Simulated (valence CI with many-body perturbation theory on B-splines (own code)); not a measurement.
E1 line list for Kr XXII

Calculated by valence CI with perturbative core correlation (CI+MBPT): five valence electrons over a frozen Dirac-Fock core [Ne], radial functions for each j: 11 s, 11 p, 10 d, 8 f, 5 g, 2 h, with the one-electron correlation potential Σ1, the two-electron term Σ2, the three-electron term Σ3, Breit, model QED; selected CI, second order for the rest, scaled by the run's own slope (own B-spline code, finite nucleus).

No measured levels were compared; by estimate levels of excited configurations hold to 0.05 to 0.15 % of their energy, terms of the ground configuration to about 0.5 %. Among the levels kept, up to 3300 cm⁻¹ of a level comes from second order outside the variational space, and about a tenth of that is noise between levels of different J, which matters for small intervals.

Lines 151 to 200 of 596 in falling wavelength, among levels below 238.43 eV, chosen from the strongest by gf and those to the six lowest levels. Wavelengths and rates use the calculated energies, so an error of 400 cm⁻¹ moves a line at 142.6 Å by 0.057 % and its rate by three times that or more. Electric multipoles are in the length gauge with retardation, E1 and E2 with the static RPA response of the core. Weak lines are less certain than strong ones. Lines between different terms over intervals too small for the method are left out, as are lines whose strength nearly cancels. Where a level lies close to another of its J and parity, the split of strength between their lines is uncertain. The highest levels of a list are the least certain.

Names give the largest LS component (configuration and term), which can be under half, so a name can repeat, a term be missing and a line seem to break the LS rules; names also repeat where a configuration has a term twice. Letters in brackets count levels of one name in rising energy.

```tsv
λ vac (Å)	Upper	Lower	A (s⁻¹)	S (a.u.) with core polarisation	S without
142.6	3s²3p3d² ⁴D°_5/2	3s²3p²3d ²P_3/2	5.49e+09	4.71e-02	4.84e-02
142.0	3s3p³3d ⁴F°_5/2 [b]	3s²3p²3d ⁴F_3/2 [a]	8.21e+09	6.97e-02	7.16e-02
141.8	3s²3p3d² ²P°_3/2 [a]	3s²3p²3d ²D_5/2 [c]	1.16e+10	6.54e-02	6.72e-02
141.4	3s3p³3d ⁴D°_7/2 [e]	3s²3p²3d ⁴F_9/2	3.72e+10	4.15e-01	4.27e-01
141.4	3s3p³3d ²F°_5/2 [c]	3s²3p²3d ²G_7/2 [b]	5.98e+09	5.00e-02	5.14e-02
141.3	3s²3p²3d ⁴D_1/2	3s²3p³ ²D°_3/2	3.78e+09	1.05e-02	1.08e-02
141.1	3s²3p3d² ⁴G°_11/2	3s²3p²3d ²G_9/2	4.24e+09	7.04e-02	7.22e-02
141.0	3s3p³3d ²D°_3/2 [e]	3s²3p²3d ²F_5/2 [b]	8.57e+09	4.74e-02	4.87e-02
140.6	3s²3p3d² ²P°_3/2 [a]	3s²3p²3d ²D_3/2 [c]	1.47e+10	8.05e-02	8.27e-02
140.5	3s²3p3d² ⁴P°_1/2 [b]	3s²3p²3d ²P_1/2 [b]	1.48e+10	4.05e-02	4.16e-02
140.5	3s²3p3d² ²F°_5/2 [b]	3s²3p²3d ²D_5/2 [c]	7.26e+09	5.96e-02	6.12e-02
140.5	3s3p³3d ²D°_3/2 [e]	3s²3p²3d ²P_1/2 [c]	2.12e+10	1.16e-01	1.19e-01
140.4	3s3p³3d ²D°_5/2 [b]	3s²3p²3d ⁴F_5/2	7.68e+09	6.29e-02	6.47e-02
140.1	3s²3p3d² ⁴G°_9/2	3s²3p²3d ²G_7/2 [a]	6.23e+09	8.46e-02	8.68e-02
140.1	3s²3p3d² ²G°_7/2 [b]	3s²3p²3d ²F_5/2 [b]	1.27e+10	1.38e-01	1.41e-01
140.0	3s3p³3d ²F°_5/2 [d]	3s²3p²3d ⁴P_3/2	5.84e+09	4.75e-02	4.87e-02
140.0	3s²3p²3d ⁴F_3/2 [a]	3s²3p³ ⁴S°_3/2	8.95e+08	4.85e-03	4.98e-03
139.9	3s3p³3d ²G°_7/2 [b]	3s²3p²3d ²F_5/2 [a]	1.17e+10	1.26e-01	1.30e-01
139.9	3s3p³3d ²D°_3/2 [e]	3s²3p²3d ²D_3/2 [b]	3.11e+10	1.68e-01	1.72e-01
139.8	3s3p³3d ⁴F°_3/2 [a]	3s3p⁴ ⁴P_5/2	1.74e+08	9.38e-04	9.61e-04
139.5	3s3p³3d ²P°_3/2 [b]	3s3p⁴ ²P_3/2	9.18e+09	4.92e-02	5.06e-02
139.5	3s²3p3d² ⁴D°_5/2	3s²3p²3d ²F_7/2 [b]	6.24e+09	5.01e-02	5.16e-02
139.3	3s²3p²3d ⁴D_5/2	3s²3p³ ²D°_5/2	2.08e+09	1.66e-02	1.71e-02
139.3	3s3p³3d ⁴D°_5/2 [a]	3s3p⁴ ⁴P_5/2	9.34e+08	7.48e-03	7.67e-03
139.1	3s²3p3d² ²G°_9/2 [a]	3s²3p²3d ²F_7/2 [b]	1.12e+10	1.49e-01	1.53e-01
139.1	3s3p³3d ²D°_5/2 [g]	3s²3p²3d ²P_3/2	4.78e+10	3.81e-01	3.91e-01
138.5	3s3p³3d ²F°_5/2 [c]	3s3p⁴ ²P_3/2	1.45e+10	1.14e-01	1.17e-01
138.1	3s3p³3d ²F°_5/2 [d]	3s²3p²3d ²G_7/2 [b]	2.05e+10	1.60e-01	1.65e-01
138.1	3s²3p²3d ⁴D_3/2	3s²3p³ ²D°_3/2	5.72e+08	2.97e-03	3.04e-03
138.0	3s3p³3d ⁴D°_7/2 [e]	3s²3p²3d ²F_7/2 [a]	1.20e+10	1.25e-01	1.28e-01
137.7	3s3p³3d ²G°_9/2 [b]	3s²3p²3d ²F_7/2 [a]	8.52e+09	1.10e-01	1.13e-01
137.7	3s3p³3d ²F°_7/2 [c]	3s²3p²3d ²G_9/2	6.26e+10	6.45e-01	6.63e-01
137.7	3s3p³3d ²D°_3/2 [c]	3s²3p²3d ⁴D_5/2	1.16e+10	6.00e-02	6.16e-02
137.5	3s3p³3d ²D°_5/2 [b]	3s²3p²3d ⁴F_3/2 [b]	5.33e+09	4.10e-02	4.22e-02
137.5	3s3p³3d ²F°_5/2 [d]	3s²3p²3d ⁴P_5/2	5.73e+09	4.41e-02	4.53e-02
137.3	3s²3p3d² ²F°_5/2 [a]	3s²3p²3d ²D_3/2 [a]	9.44e+09	7.23e-02	7.41e-02
137.3	3s3p³3d ²P°_3/2 [c]	3s3p⁴ ²P_3/2	1.10e+10	5.64e-02	5.80e-02
137.3	3s²3p²3d ⁴F_3/2 [b]	3s²3p³ ⁴S°_3/2	1.80e+09	9.16e-03	9.41e-03
137.2	3s3p⁴ ²S_1/2	3s²3p³ ⁴S°_3/2	3.58e+09	9.13e-03	9.38e-03
136.8	3s3p⁴ ²P_3/2	3s²3p³ ²P°_1/2	2.81e+09	1.42e-02	1.46e-02
136.7	3s²3p3d² ²G°_7/2 [a]	3s²3p²3d ²D_5/2 [a]	2.25e+10	2.27e-01	2.33e-01
136.6	3s3p³3d ⁴D°_5/2 [d]	3s²3p²3d ⁴D_3/2	6.70e+09	5.06e-02	5.20e-02
136.5	3s3p³3d ⁴D°_5/2 [c]	3s²3p²3d ⁴F_3/2 [a]	7.39e+09	5.57e-02	5.72e-02
136.4	3s²3p3d² ⁴D°_5/2	3s²3p²3d ²D_5/2 [b]	6.60e+09	4.96e-02	5.09e-02
136.4	3s3p³3d ²F°_5/2 [a]	3s²3p²3d ²F_5/2 [a]	5.15e+09	3.86e-02	3.97e-02
136.4	3s²3p3d² ⁴G°_7/2 [a]	3s²3p²3d ⁴F_9/2	1.31e+10	1.31e-01	1.34e-01
136.3	3s²3p3d² ²H°_9/2	3s²3p²3d ²G_9/2	4.38e+09	5.47e-02	5.62e-02
136.2	3s3p³3d ²F°_5/2 [c]	3s²3p²3d ²G_7/2 [a]	4.78e+10	3.57e-01	3.67e-01
136.2	3s3p³3d ²D°_5/2 [g]	3s²3p²3d ²F_7/2 [b]	1.84e+10	1.38e-01	1.42e-01
135.7	3s3p³3d ⁴D°_7/2 [e]	3s²3p²3d ⁴F_7/2	1.01e+10	9.98e-02	1.03e-01
```
